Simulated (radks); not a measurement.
The numbers below are computed, except where a source is named.
Task: All-electron atom: Tb I in [Xe] 4f9 5d0.5 6s1.5 (fractional occupations, a model configuration). Level of theory: Dirac Kohn-Sham, BLYP, spin-unpolarised, spherical densities, finite nucleus; open shells fill j = l - 1/2 first; Fermi nuclear charge, rms radius 5.06 fm (a radial shooting solver on a logarithmic mesh with Libxc functionals).

Spin-orbit splittings of the eigenvalues, e(l+1/2) - e(l-1/2), with zeta = 2 splitting/(2l+1) and mean radii in bohr:

| shell | occ. | splitting (eV) | zeta (eV) | <r> j=l-1/2 | <r> j=l+1/2 |
|---|---|---|---|---|---|
| 2p | 6 | 746.9 | 497.9 | 0.07589 | 0.08283 |
| 3p | 6 | 154.1 | 102.8 | 0.2286 | 0.2418 |
| 3d | 10 | 33.64 | 13.45 | 0.2141 | 0.2182 |
| 4p | 6 | 34.35 | 22.90 | 0.5527 | 0.5830 |
| 4d | 10 | 6.203 | 2.481 | 0.6177 | 0.6285 |
| 4f | 9 | 0.7799 | 0.2228 | 0.9069 | 0.9323 |
| 5p | 6 | 4.354 | 2.903 | 1.507 | 1.615 |
| 5d | 0.5 | ? | ? | 3.596 | 3.827 |

Estimate the 5d splitting.

Result: 0.1652 eV (zeta = 0.06608 eV).
